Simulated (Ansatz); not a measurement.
One change: `[OH][Ge]([OH])([F])[Cl]` becomes `[OH][GeH]([OH])[F]`.

Ansatz, PBE0-D4/def2-TZVP geometries, multiplicity 1. Each molecule was computed in one conformer, which needn't be the lowest.

Scalar relativity is left out up to krypton.

```csv
property,`[OH][Ge]([OH])([F])[Cl]`
HOMO energy (ωB97M-V/def2-TZVPP) / eV,-12.02
size of the dipole moment (B3LYP/def2-TZVPP) / D,1.91
LUMO energy (B3LYP/def2-TZVPP) / eV,-1.31
HOMO energy (PBE0/def2-TZVPP) / eV,-9.69
LUMO energy (PBE0/def2-TZVPP) / eV,-0.93
HOMO–LUMO gap (ωB97M-V/def2-TZVPP) / eV,13.01
```

Q: Give the same properties after the change, and the shifts. (Best estimate.)

A: The calculation gave: 
| property | `[OH][GeH]([OH])[F]` | shift |
| --- | --- | --- |
| HOMO energy (ωB97M-V/def2-TZVPP) / eV | -11.84 | 0.18 |
| size of the dipole moment (B3LYP/def2-TZVPP) / D | 1.11 | -0.80 |
| LUMO energy (B3LYP/def2-TZVPP) / eV | -0.32 | 0.99 |
| HOMO energy (PBE0/def2-TZVPP) / eV | -9.41 | 0.28 |
| LUMO energy (PBE0/def2-TZVPP) / eV | 0.09 | 1.02 |
| HOMO–LUMO gap (ωB97M-V/def2-TZVPP) / eV | 13.65 | 0.64 |

With PBE0 the HOMO rises by 0.28 eV and the LUMO rises by 1.02 eV, so the gap widens by about 0.74 eV. PBE moves the HOMO by 0.40 eV and ωB97M-V by 0.18 eV. Dipoles are sizes alone; their direction can turn.

B3LYP here is the variant with VWN-RPA as its local correlation; programs differ in this.
